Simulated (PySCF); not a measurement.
## A thermochemical cycle for Cs2

r²SCAN in PySCF with def2-SVP on every atom (core potentials on Cs), for the lowest determinant that a PBE0 search found; no spin–orbit coupling. Cs2, a singlet (closed shell), has De = 0.27 eV to neutral atoms, and Cs₂⁺, a doublet (σ ↑), has De = 0.68 eV to Cs⁺ + Cs.

At the same level the Cs atom ionises at 3.79 eV.

Problem. What is the adiabatic ionisation energy of the molecule, and does ionisation strengthen or weaken the bond?

Solution. IE = IE(Cs) + De(neutral) − De(ion) = 3.79 + 0.27 − 0.68 = 3.38 eV. De changes by +0.41 eV, so ionisation strengthens the bond.

Closed-shell solutions of metal pairs were not tested for spin polarisation, which can lower them a little. Weak bonds: Cs2. Basis-set superposition, not corrected here, can be much of De in a small basis, most of all at correlated wavefunction levels. Spin–orbit coupling is left out. States were picked by a PBE0 search and need not be the measured ground states.
